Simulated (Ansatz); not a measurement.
Steps of a relaxation of `FC[SiH2]CBr` with RKS PBE0-D4/def2-TZVP.

```sh
$ ansatz run in.yaml --threads 2 --pin off --events-out ev --progress --plain --max-ram 32768MiB --backend cuda --devices 0, --max-vram 18GiB
```

```yaml
crystal:
  periodic: [false, false, false]
  atoms:
    - {symbol: F, position_ang: [-2.094237, 0.483617, 0.278684]}
    - {symbol: C, position_ang: [-1.043780, 1.083190, -0.426403]}
    - {symbol: Si, position_ang: [0.265710, -0.262665, -0.766680]}
    - {symbol: C, position_ang: [0.794971, -0.986925, 0.906151]}
    - {symbol: Br, position_ang: [1.705585, 0.387154, 1.980096]}
    - {symbol: H, position_ang: [-1.438384, 1.533478, -1.365594]}
    - {symbol: H, position_ang: [-0.613239, 1.905703, 0.188739]}
    - {symbol: H, position_ang: [-0.360296, -1.362273, -1.582523]}
    - {symbol: H, position_ang: [1.450524, 0.310483, -1.492898]}
    - {symbol: H, position_ang: [1.490833, -1.842309, 0.814555]}
    - {symbol: H, position_ang: [-0.092386, -1.306454, 1.486374]}
basis:
  gaussian: {orbitals: def2-TZVP}
hamiltonian: {xc: pbe0, dispersion: d4}
relax: {f_tol: 0.005, max_steps: 150}
```

Positions (Å) and forces (eV/Å) along the path, 7 of 7 steps:

```xyz
11
step=1 energy=-82798.3253 eV
F    -2.094    0.484    0.279    0.197    0.258   -0.181
C    -1.044    1.083   -0.426    0.237    0.310   -0.174
Si    0.266   -0.263   -0.767    0.021   -0.035    0.098
C     0.795   -0.987    0.906   -0.093   -0.283    0.069
Br    1.706    0.387    1.980   -0.181   -0.278   -0.234
H    -1.438    1.533   -1.366    0.113   -0.291    0.545
H    -0.613    1.906    0.189   -0.324   -0.465   -0.258
H    -0.360   -1.362   -1.583    0.139    0.220    0.161
H     1.451    0.310   -1.493   -0.268   -0.095    0.159
H     1.491   -1.842    0.815   -0.327    0.484    0.068
H    -0.092   -1.306    1.486    0.486    0.176   -0.253
11
step=2 energy=-82798.3666 eV
F    -2.100    0.512    0.265    0.020    0.048   -0.027
C    -1.034    1.084   -0.430    0.068    0.090   -0.036
Si    0.260   -0.266   -0.755   -0.028   -0.017    0.081
C     0.791   -0.996    0.901   -0.011   -0.052    0.023
Br    1.692    0.375    1.956   -0.021   -0.011   -0.023
H    -1.424    1.524   -1.360    0.063   -0.095    0.138
H    -0.622    1.899    0.183   -0.066   -0.149   -0.091
H    -0.354   -1.355   -1.569    0.024    0.064    0.022
H     1.430    0.313   -1.472   -0.054   -0.026    0.046
H     1.498   -1.825    0.810   -0.136    0.115   -0.022
H    -0.071   -1.321    1.492    0.140    0.033   -0.111
11
step=3 energy=-82798.3709 eV
F    -2.109    0.523    0.261   -0.004   -0.001    0.001
C    -1.032    1.079   -0.429   -0.006   -0.019   -0.001
Si    0.254   -0.269   -0.746   -0.006    0.021    0.024
C     0.793   -0.991    0.901   -0.007    0.025   -0.022
Br    1.690    0.381    1.953   -0.017   -0.033   -0.021
H    -1.409    1.512   -1.360   -0.005    0.011   -0.025
H    -0.620    1.888    0.181    0.013    0.020    0.014
H    -0.358   -1.348   -1.567    0.000   -0.016   -0.001
H     1.423    0.310   -1.455    0.009    0.012   -0.015
H     1.494   -1.817    0.795    0.038   -0.015    0.010
H    -0.062   -1.325    1.486   -0.015   -0.007    0.036
11
step=4 energy=-82798.3713 eV
F    -2.113    0.528    0.257   -0.002    0.006   -0.002
C    -1.033    1.082   -0.430   -0.005   -0.014    0.009
Si    0.252   -0.269   -0.744   -0.002   -0.003    0.000
C     0.794   -0.995    0.902   -0.002    0.007   -0.004
Br    1.689    0.377    1.953    0.002    0.005    0.006
H    -1.407    1.514   -1.364    0.002    0.003   -0.009
H    -0.621    1.891    0.179    0.003    0.008    0.004
H    -0.358   -1.350   -1.564   -0.002   -0.004   -0.002
H     1.419    0.312   -1.455    0.003    0.004   -0.002
H     1.500   -1.816    0.794    0.003   -0.006   -0.005
H    -0.058   -1.333    1.491   -0.001   -0.006    0.005
11
step=5 energy=-82798.3714 eV
F    -2.116    0.532    0.254    0.002    0.006   -0.004
C    -1.034    1.083   -0.431   -0.007   -0.007    0.007
Si    0.250   -0.269   -0.742    0.002   -0.001   -0.003
C     0.795   -0.996    0.902    0.000   -0.002    0.002
Br    1.688    0.377    1.955    0.001    0.007    0.005
H    -1.404    1.515   -1.366    0.002    0.001   -0.002
H    -0.621    1.892    0.179    0.001    0.000   -0.001
H    -0.360   -1.351   -1.562   -0.001    0.000    0.001
H     1.417    0.312   -1.455    0.000    0.000    0.000
H     1.504   -1.814    0.792   -0.003   -0.001   -0.004
H    -0.054   -1.338    1.493    0.003   -0.002   -0.002
11
step=6 energy=-82798.3714 eV
F    -2.122    0.538    0.250    0.006    0.003   -0.004
C    -1.034    1.084   -0.431   -0.006    0.000    0.004
Si    0.248   -0.270   -0.740    0.001   -0.002   -0.004
C     0.797   -0.997    0.903    0.001   -0.003    0.002
Br    1.685    0.378    1.957    0.000    0.001    0.002
H    -1.399    1.517   -1.368    0.002   -0.001    0.003
H    -0.621    1.893    0.179   -0.001   -0.002   -0.001
H    -0.363   -1.353   -1.559    0.000    0.001    0.001
H     1.414    0.311   -1.454   -0.002   -0.001    0.001
H     1.510   -1.812    0.788   -0.002    0.003    0.000
H    -0.049   -1.345    1.495    0.002    0.001   -0.003
11
step=7 energy=-82798.3714 eV
F    -2.123    0.539    0.249    0.002    0.001   -0.001
C    -1.034    1.084   -0.431   -0.003    0.000   -0.001
Si    0.247   -0.271   -0.740    0.002    0.003    0.001
C     0.797   -0.997    0.902    0.002   -0.003    0.002
Br    1.682    0.379    1.958   -0.001    0.001   -0.001
H    -1.397    1.518   -1.368    0.000    0.000    0.001
H    -0.620    1.892    0.181    0.000   -0.001   -0.001
H    -0.365   -1.354   -1.558    0.000    0.001    0.001
H     1.413    0.310   -1.455    0.000   -0.001   -0.001
H     1.512   -1.810    0.788   -0.001    0.001    0.000
H    -0.048   -1.347    1.494    0.000    0.000   -0.002
```

It took 15 s on 2 threads of an AMD EPYC 7R13 on a shared host and a share of an NVIDIA H100 80 GB, with 0.89 GiB of host memory at the peak.
